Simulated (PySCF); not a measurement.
**Two-dimensional NMR puzzle**

Compound of formula C7H7F3O2. Correlations simulated from computed shifts and the bond graph:

HSQC (one-bond C–H):
```csv
δH,δC
7.32,157.6
6.20,137.5
5.13,78.9
2.60,39.5
2.42,35.1
2.37,39.5
2.28,35.1
```

COSY cross peaks (H two or three bonds apart, from the bond graph; peaks can be absent where the dihedral angle is near 90°):
```csv
δH,δH
7.32,6.20
7.32,5.13
5.13,2.42
5.13,2.28
2.60,2.42
2.60,2.37
2.60,2.28
2.42,2.37
2.42,2.28
2.37,2.28
```

HMBC (two and three bonds, from the bond graph):
```csv
δH,δC
7.32,"199.0, 137.5, 78.9, 35.1"
6.20,"199.0, 157.6, 78.9, 39.5"
5.13,"157.6, 137.5, 131.2, 39.5, 35.1"
2.60,"199.0, 137.5, 78.9, 35.1"
2.42,"199.0, 157.6, 78.9, 39.5"
2.37,"199.0, 137.5, 78.9, 35.1"
2.28,"199.0, 157.6, 78.9, 39.5"
```

Carbons without hydrogens: δ 199.0, 131.2.

- shieldings: GIAO PBE0/pcSseg-1
- GFN2-xTB structure
- code: PySCF
- relativity neglected, one computed conformer, no solvent model, fast rotation and ring inversion assumed for equivalent nuclei

Referencing at the same level of theory: TMS for 1H (31.72 ppm) and 13C (186.93 ppm).

Exchangeable hydrogens are left out of these lists.

Assemble the structure.

Answers

SMILES O=C1C=C[C@H](OC(F)(F)F)CC1.

Structure with atom numbers: `[O:1]=[C:2]1[CH:3]=[CH:4][C@H:5]([O:6][C:7]([F:8])([F:9])[F:10])[CH2:11][CH2:12]1` (H(Xn): hydrogen on atom n). Ha(C11), Ha(C12) are cis to O6 on the ring; Hb(C11), Hb(C12) are trans to O6 on the ring.

1. δC 199.0 is C2, a ketone carbonyl carbon.
2. δC 157.6 is C4, a β carbon of a C=C–C=O unit (δH 7.32).
3. δC 137.5 is C3, an α carbon of a C=C–C=O unit (δH 6.20).
4. δC 131.2 is C7, a CF3 carbon.
5. δC 78.9 is C5, an allylic sp3 CH bonded to O (δH 5.13).
6. δC 39.5 is C12, an sp3 CH2 α to a carbonyl (δH 2.60, 2.37).
7. δC 35.1 is C11, an sp3 CH2 in a ring (δH 2.42, 2.28).
8. HMBC from δH 7.32 reaches the proton-free carbon C2.
9. HMBC from δH 6.20 reaches the proton-free carbon C2.
10. HMBC from δH 5.13 reaches the proton-free carbon C7.
11. HMBC from δH 2.60 reaches the proton-free carbon C2.
12. COSY links 7.32–6.20, 7.32–5.13, 5.13–2.42, 5.13–2.28, 2.60–2.42, 2.60–2.37.

The shifts were computed for this structure.

Shifts are as computed. Against solution values, carbons near 30 ppm lie about +3 ppm off and those near 130 ppm about +5 ppm. Of 1211 compounds with measured shifts, 218 miss one by over three times the rms of a fit or turn the order of signals round; such compounds aren't used in these exercises.
